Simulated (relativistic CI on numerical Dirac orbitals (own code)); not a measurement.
**Hyperfine structure of W LXVIII, mass number 183**

Method of calculation: Dirac-Coulomb-Breit CI, KLI orbitals optimised for each configuration, model QED (radiative potential, 1s self-energy scaled to tabulated hydrogen-like ionisation energies), unscaled Slater integrals (own radial code, finite nucleus).

Configuration list (outside the closed core 1s2): 2s2.2p3, 2s.2p4, 2p5, 2p4.3s, 2p4.3p, 2s2.2p2.3s, 2p4.3d, 2s2.2p2.3p, 2s2.2p2.3d, 2s.2p3.3s, 2s.2p3.3p, 2s.2p3.3d, 2s2.2p2.4s, 2s2.2p2.4p, 2s2.2p2.4d, 2s2.2p2.4f. Levels of other configurations are missing.

Nuclear spin I = 1/2, μ = 0.11739 μN (tables of Stone and Pyykkö). The electronic factors are computed for point nuclear moments, without core polarisation or the Bohr-Weisskopf and QED corrections.

| Level | E (eV) | A (GHz) |
| --- | --- | --- |
| 2s2.2p3 2D°_5/2 | 1411.74 | 514.5 |
| 2s2.2p3 2P°_1/2 | 1464.53 | 1779 |
| 2s.2p4 4P_5/2 | 1735.53 | 1259 |
| 2s.2p4 2S_1/2 | 1842.63 | 5503 |
| 2s.2p4 2P_3/2 | 1844.09 | -863.6 |
| 2s2.2p3 2P°_3/2 | 2856.18 | 201.1 |
| 2s.2p4 4P_3/2 | 3151.95 | 1283 |
| 2s.2p4 2D_5/2 | 3193.61 | 1581 |

Levels with J = 0, under 50 % of one LS term, or S terms without an open s electron are left out. Small factors come from cancelling terms and can be off by tens of per cent or more.

At this charge energies of transitions that change n are usually good to better than 1 %, and those within a shell (Δn = 0) to a few per cent.

**Question.** Give the hyperfine levels of 2s2.2p3 2P°_1/2 relative to its centre of gravity.

**Answer.** With K = F(F + 1) − I(I + 1) − J(J + 1), E = AK/2: F = 0: -1334, F = 1: 444.7 GHz.

LS names give the leading component of a level, which can be under half, so a name can repeat, a term be missing and a line seem to break the LS rules.
